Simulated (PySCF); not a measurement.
C2H8O2Si2, SMILES C[C@H]1O[Si@@H]([SiH2]1)O. Atoms are numbered in the order given.

```xyz
14

C     -2.3615    -0.5661     0.8082
C     -0.9696     0.0252     0.9620
O      0.0335    -0.9856     0.6642
Si     0.9142    -0.4604    -0.6778
O      2.5505    -0.3670    -0.4142
Si    -0.4783     1.3679    -0.3460
H     -3.1317     0.1613     1.1117
H     -2.5553    -0.8557    -0.2378
H     -2.4623    -1.4683     1.4325
H     -0.8185     0.3583     2.0040
H      0.8018    -1.3604    -1.8506
H      2.8416     0.1804     0.3224
H      0.1008     2.6167     0.2345
H     -1.5642     1.7293    -1.3042
```

Coordinates come from a ωB97X-D3(BJ)/def2-SVP optimisation. The structure was generated by enumeration; whether it is a known compound was not checked. The values are those of a single conformer.

Calculation: PBE0/pcSseg-1 run with PySCF.

GIAO shieldings, no solvent; atoms listed in one row are averaged. δ = σ(ref) − σ: ¹³C against TMS (σ = 186.3 ppm); ¹⁷O against H2O (σ = 334.2 ppm); ²⁹Si against TMS (σ = 352.7 ppm); ¹H against TMS (σ = 31.56 ppm), references at their B3LYP-D3(BJ)/def2-TZVP geometries, non-relativistic.

| nucleus | atoms | count | δ (ppm) |
|---|---|---|---|
| ¹³C | C2 | 1 | 69.1 |
| ¹³C | C1 | 1 | 28.6 |
| ¹⁷O | O3 | 1 | 167.9 |
| ¹⁷O | O5 | 1 | 81.9 |
| ²⁹Si | Si4 | 1 | 9.3 |
| ²⁹Si | Si6 | 1 | -28.2 |
| ¹H | H11 | 1 | 5.72 |
| ¹H | H13 | 1 | 4.95 |
| ¹H | H14 | 1 | 4.71 |
| ¹H | H10 | 1 | 4.63 |
| ¹H | H12 | 1 | 2.53 |
| ¹H | H7, H8, H9 | 3 | 1.81 |
